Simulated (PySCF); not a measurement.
Molecule (SMILES): [BH] (BH) (closed-shell singlet).
Geometry (B3LYP-D3(BJ)/def2-TZVP, fixed):
```
B
H 1 1.2331
```

Basis-set convergence of the lowest singlet excitation energy at CAM-B3LYP with PySCF. Tamm-Dancoff approximation; the state is taken by its order, and sets in which it differs in degeneracy or brightness are left out, yet its character can still change. All functions are spherical. Density fitting with generated auxiliary sets. No added dispersion term, no relativity. Reference: the value in d-aug-cc-pVTZ, 2.797 eV, itself unsure by roughly 0.002 eV (its mean distance from aug-pcseg-3, aug-cc-pVQZ, aug-pcseg-2). Deviations are taken from unrounded values. Cost is core time over that of 6-311++G(3df,3pd), rough, on shared machines of one kind; a dash marks a row that isn't timed (too short, read off another run, short of memory, by another algorithm or on other hardware).

```tsv
basis	functions	lowest singlet excitation energy (eV)	minus reference (eV)	cost
6-31G**	19	3.002	0.205	-
6-311++G(2d,2p)	37	2.805	0.008	-
6-311++G(3df,3pd)	57	2.796	-0.001	1×
def2-QZVPP	87	2.800	0.003	3×
d-aug-cc-pVTZ	94	2.797	0.000	3×
def2-QZVPPD	96	2.797	0.001	3×
aug-cc-pVQZ	126	2.795	-0.001	7×
cc-pV5Z	146	2.797	0.001	6×
aug-cc-pV5Z	207	2.795	-0.001	30×
```

The smallest set listed that lies within 0.05 eV of the reference with all its larger relatives (same family, alike in diffuse functions; a set with none counts only in the reference's own line) is 6-311++G(2d,2p) (37 functions, 0.008 eV off). Inside, with no larger relative to test it: def2-QZVPP, def2-QZVPPD, cc-pV5Z.
